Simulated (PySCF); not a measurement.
Species: C6H5ClO.
Z-matrix (Å and degrees, GFN2-xTB geometry), rows numbered from 1:
```
O 
C   1  1.3480
C   2  1.3918  1  119.46
C   3  1.3816  2  120.43  1  -179.99
C   4  1.3851  3  120.50  2    -0.03
C   5  1.3844  4  119.90  3     0.02
C   6  1.3815  5  119.45  4     0.03
Cl  7  1.7459  2  118.32  1     0.04
H   1  0.9705  2  108.74  3  -179.90
H   3  1.0783  2  118.06  1     0.01
H   4  1.0793  3  119.46  2   179.96
H   5  1.0786  4  120.47  3  -180.00
H   6  1.0789  5  120.79  4   179.99
```

Theory: PBE0/pcSseg-1 in PySCF (dipole) on a GFN2-xTB geometry, gas phase.

Take the most abundant isotopes and a rigid rotor. The values belong to one conformer with, in the numbering `[OH:1][c:2]1[cH:3][cH:4][cH:5][cH:6][c:7]1[Cl:8]`, H–O1–C2–C3 180°.

Question: What are A, B and C (MHz)?

Answer: Ia = 166.94, Ib = 325.29, Ic = 492.23 u·Å²; 505379 MHz·u·Å²/I gives A = 3027, B = 1554, C = 1027 MHz.

Question: Classify the top.

Answer: An asymmetric top; Ray's κ = -0.473.

Question: Is it planar, by Δ = Ic − Ia − Ib?

Answer: Planar: Δ = Ic − Ia − Ib = 0.00 u·Å². For a rigid frame Δ = −2 Σ m c², so it vanishes when all atoms lie in the ab plane; here none is more than 0.01 Å from it.

Question: Give the coordinates in the principal-axis frame, origin at the centre of mass.

Answer: The sense of each axis is arbitrary; atoms in the order of the calculation.
```csv
atom,mass (u),a (Å),b (Å),c (Å)
O1,15.995,0.555,-2.045,0.000
C2,12.000,-0.215,-0.939,0.000
C3,12.000,-1.600,-1.069,0.000
C4,12.000,-2.408,0.052,-0.001
C5,12.000,-1.851,1.320,0.000
C6,12.000,-0.475,1.469,0.001
C7,12.000,0.330,0.346,0.000
Cl8,34.969,2.068,0.509,0.000
H9,1.008,1.488,-1.776,0.002
H10,1.008,-2.016,-2.064,0.000
H11,1.008,-3.481,-0.067,-0.002
H12,1.008,-2.483,2.195,0.000
H13,1.008,-0.026,2.450,0.001
```

Question: List the rotational levels J(Ka,Kc) to J = 5 (MHz).

Answer: Above 0(0,0):
J = 1: 1(0,1) 2580, 1(1,1) 4054, 1(1,0) 4581
J = 2: 2(0,2) 7623, 2(1,2) 8688, 2(1,1) 10269, 2(2,1) 14690, 2(2,0) 14807
J = 3: 3(0,3) 14927, 3(1,3) 15572, 3(1,2) 18716, 3(2,2) 22431, 3(2,1) 22986, 3(3,1) 31183, 3(3,0) 31200
J = 4: 4(0,4) 24312, 4(1,4) 24646, 4(1,3) 29800, 4(2,3) 32659, 4(2,2) 34149, 4(3,2) 41698, 4(3,1) 41813, 4(4,1) 53690, 4(4,0) 53692
J = 5: 5(0,5) 35702, 5(1,5) 35857, 5(1,4) 43328, 5(2,4) 45300, 5(2,3) 48285, 5(3,3) 54860, 5(3,2) 55293, 5(4,2) 66853, 5(4,1) 66871, 5(5,1) 82246, 5(5,0) 82246
Those of J = 1 are B + C, A + C and A + B.

Question: Which types of transition are allowed, and where do some lines up to J = 2 fall?

Answer: The dipole components are |μa| = 0.60 D, |μb| = 0.69 D, |μc| = 0.00 D; the mirror of this Cs structure is the ab plane, so μc vanishes by symmetry and there are no c-type lines. Intensities carry the squares of the components, which stand as 0.77 : 1.00 (a : b). Some lines, for components of 0.1 D or more:

| type | branch | J(Ka,Kc) | MHz | lower level (cm⁻¹) |
| --- | --- | --- | --- | --- |
| a | Q | 1(1,0) ← 1(1,1) | 527 | 0.135 |
| a | Q | 2(1,1) ← 2(1,2) | 1581 | 0.290 |
| b | Q | 1(1,0) ← 1(0,1) | 2001 | 0.086 |
| a | R | 1(0,1) ← 0(0,0) | 2580 | 0.000 |
| b | Q | 2(1,1) ← 2(0,2) | 2645 | 0.254 |
| b | R | 2(0,2) ← 1(1,1) | 3569 | 0.135 |
| b | R | 1(1,1) ← 0(0,0) | 4054 | 0.000 |
| b | Q | 2(2,0) ← 2(1,1) | 4539 | 0.343 |
| a | R | 2(1,2) ← 1(1,1) | 4634 | 0.135 |
| a | R | 2(0,2) ← 1(0,1) | 5043 | 0.086 |
| a | R | 2(1,1) ← 1(1,0) | 5688 | 0.153 |
| b | Q | 2(2,1) ← 2(1,2) | 6002 | 0.290 |
| b | R | 2(1,2) ← 1(0,1) | 6107 | 0.086 |
| b | R | 2(2,1) ← 1(1,0) | 10109 | 0.153 |
| b | R | 2(2,0) ← 1(1,1) | 10753 | 0.135 |

Question: Estimate the classical rotational partition function at 50 K, 100 K and 200 K.

Answer: Point group Cs, symmetry number σ = 1; q = (√π/σ)·√((kT/h)³/(ABC)), k/h = 20836.6 MHz/K: 27100 at 50 K, 76700 at 100 K, 217000 at 200 K.

Whether it is a minimum is left open (no frequencies). These are rigid-rotor constants of the computed structure; measured ground-state constants (B0) also hold zero-point vibration. Quadrupole hyperfine structure (35Cl) is left out.
